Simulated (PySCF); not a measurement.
An element was calculated at PBE (PySCF 2.14, ECP, a triple-zeta basis, no spin-orbit coupling), in the ground configurations that NIST lists.

* electron affinity: 0.716 eV
* first ionisation energy: 7.226 eV
* second ionisation energy: 15.458 eV
* third ionisation energy: 24.374 eV
* polarisability of the atom: 84.3 bohr³

Problem. Which element is it?

Solution. Tantalum (Ta, Z = 73), in aug-cc-pVTZ-PP with ECP60MDF. NIST lists 7.550, 16.2 ± 0.5, 23.1 ± 1.6 eV for these ionisation energies.
